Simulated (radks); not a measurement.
The numbers below are computed, except where a source is named.
Valence configurations of Tm (all share [Xe]). Level of theory: Dirac Kohn-Sham, LDA (Slater exchange, Perdew-Wang correlation), spin-unpolarised, spherical densities, point nucleus; open shells are shared between the two j in proportion to 2j + 1 (a radial shooting solver on a logarithmic mesh with Libxc functionals). Energies are relative to 4f13 6s2; eigenvalues in eV.

valence           E (eV)  e(4f5/2)  e(4f7/2)  e(5d3/2)  e(5d5/2)  e(6p1/2)
4f13 6s2           0.000    -3.994    -2.795         -         -         -
4f13 6s1.5 6p0.5   1.448    -4.788    -3.589         -         -    -1.744
4f12.5 6s2 6p0.5   2.034    -8.593    -7.357         -         -    -1.980
4f13 6s1 6p1       2.953    -5.537    -4.338         -         -    -2.068
4f13 5d1 6s1       3.109    -3.551    -2.353    -0.970    -0.803         -
4f13 6p2           6.138    -6.929    -5.729         -         -    -2.619
4f12 6s2 6p1       6.215   -13.655   -12.383         -         -    -2.542
4f12.5 6p2.5       9.054   -11.425   -10.187         -         -    -3.106
4f11 5d2 6s2      15.373   -17.488   -16.145    -3.463    -3.045         -

NIST lists [Xe] 4f13 6s2 as the ground configuration; this level of theory agrees among the configurations tried. The energies are those of spherical spin-averaged densities, not of single terms. No valid solution was reached for [Xe] 4f14 6s1.
